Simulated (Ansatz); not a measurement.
C$_{2}$H$_{7}$NSSi, SMILES `C=NCS[SiH3]`. Total charge 0; spin multiplicity 1. Geometry: relaxed with PBE0-D4/def2-TZVP. It is one conformer, not always the lowest.

```xyz
12

C     0.146   -1.492    1.511
N    -0.231   -0.838    0.504
C    -0.892    0.416    0.715
S     0.089    1.771   -0.011
Si    0.680    0.797   -1.823
H     0.662   -2.440    1.366
H    -0.017   -1.153    2.542
H    -1.861    0.388    0.211
H    -1.040    0.669    1.774
H     1.191    1.915   -2.658
H     1.764   -0.198   -1.646
H    -0.490    0.167   -2.485
```

Q: What is the dipole moment at ωB97M-V/def2-TZVPP? (Estimate.)

A: Ansatz gave: 2.43 D, with components (-0.60, -1.50, 1.80) D in this frame, pointing from negative to positive charge.

Q: And with PBE, r2SCAN, B3LYP? (Estimate.)

A: Ansatz gave: PBE 2.30 D, r2SCAN 2.40 D, B3LYP 2.37 D.

Q: Give the Mulliken charges with ωB97M-V, r2SCAN, PBE in def2-TZVPP. (Best estimate.)

A: The calculation gave: 
```
atom  ωB97M-V  r2SCAN    PBE
  C1    -0.07    0.01  -0.08
  N2    -0.23   -0.27  -0.17
  C3    -0.10    0.11  -0.01
  S4    -0.18   -0.25  -0.21
 Si5     0.18    0.33   0.24
  H6     0.12    0.08   0.11
  H7     0.08    0.05   0.06
  H8     0.16    0.09   0.13
  H9     0.11    0.05   0.08
 H10    -0.02   -0.07  -0.05
 H11    -0.02   -0.07  -0.05
 H12    -0.02   -0.07  -0.05
```

B3LYP here is the variant with VWN-RPA as its local correlation; programs differ in this.
